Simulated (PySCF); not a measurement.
CH6GeOSi, neutral, multiplicity 1. Atoms are numbered in the order given.

```xyz
10

Ge     0.9456     0.1552     0.0000
O     -0.2085     1.5236     0.0000
C     -1.6126     1.5990     0.0000
H     -2.0968     0.6052     0.0000
H     -1.9559     2.1510     0.8922
H     -1.9559     2.1510    -0.8922
Si    -0.6996    -1.7845     0.0000
H     -1.5915    -1.8023    -1.2059
H     -1.5915    -1.8023     1.2059
H      0.0698    -3.0696     0.0000
```

Coordinates come from a B3LYP-D3(BJ)/def2-SVP optimisation. The structure was generated by enumeration; whether it is a known compound was not checked. One conformer was computed; it need not be the lowest.

Method: r2SCAN/def2-TZVP (PySCF).

Symmetry labels are those of the subgroup Cs that the program uses (full group Cs).

Computed valence orbital energies around the gap with their symmetry:
```
orbital  symmetry  energy (eV)
-------  --------  -----------
HOMO−7         A"       -11.48
HOMO−6         A'       -11.39
HOMO−5         A'       -10.00
HOMO−4         A"        -8.67
HOMO−3         A'        -8.54
HOMO−2         A"        -7.53
HOMO−1         A'        -7.46
HOMO           A'        -5.54
LUMO           A"        -3.28
LUMO+1         A'        -0.70
LUMO+2         A'         0.30
LUMO+3         A"         0.98
```
